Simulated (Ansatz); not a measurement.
Frontier orbitals of Ge$_{2}$H$_{12}$Si$_{4}$ (`[SiH2]1[SiH2][SiH2][GeH2][GeH2][SiH2]1`).

Cartesian coordinates in Å:
```
Si -1.886 -0.294 -0.999
Si -1.568 1.701 0.192
Si 0.553 1.740 1.187
Ge 2.099 0.630 -0.242
Ge 1.547 -1.741 -0.237
Si -0.794 -2.029 0.122
H -1.262 -0.151 -2.345
H -3.339 -0.563 -1.186
H -2.617 1.819 1.244
H -1.702 2.862 -0.732
H 0.972 3.137 1.488
H 0.498 0.983 2.470
H 1.958 1.175 -1.676
H 3.557 0.843 0.205
H 1.942 -2.365 -1.590
H 2.355 -2.449 0.867
H -1.235 -3.372 -0.348
H -1.077 -1.928 1.581
```

The species carries charge 0 and has multiplicity 1. Correlated methods include outer-core shells of Ge, which these sets cover unevenly. Scalar relativity is left out up to krypton. The geometry is a stationary point of PBE0-D4/def2-TZVP. Basis def2-TZVPP, Ansatz.

```tsv
functional	HOMO (eV)	LUMO (eV)	gap (eV)
PBE	-6.61	-1.46	5.15
revPBE	-6.57	-1.38	5.19
PBE0	-7.62	-0.69	6.93
HSE06 (plane-wave form)	-7.23	-1.06	6.17
BHLYP	-8.50	0.23	8.73
ωB97M-V	-9.54	1.00	10.54
```

(1) What is the vertical ionisation energy at frozen-core CCSD(T)/def2-TZVPP? (Estimate.)

Results:

(1) Computed: 9.38 eV (T1 of the cation 0.026).

Against PBE, PBE0 changes HOMO and LUMO by −1.01 and +0.77 eV, ωB97M-V by −2.94 and +2.46 eV. A gap of 5.14 eV thus becomes 10.54 eV for the same molecule, so an orbital gap means little without its functional. A positive LUMO is unbound and depends on the basis. −ε(HOMO) differs from that ionisation energy by −2.77 eV with PBE and +0.17 eV with ωB97M-V.
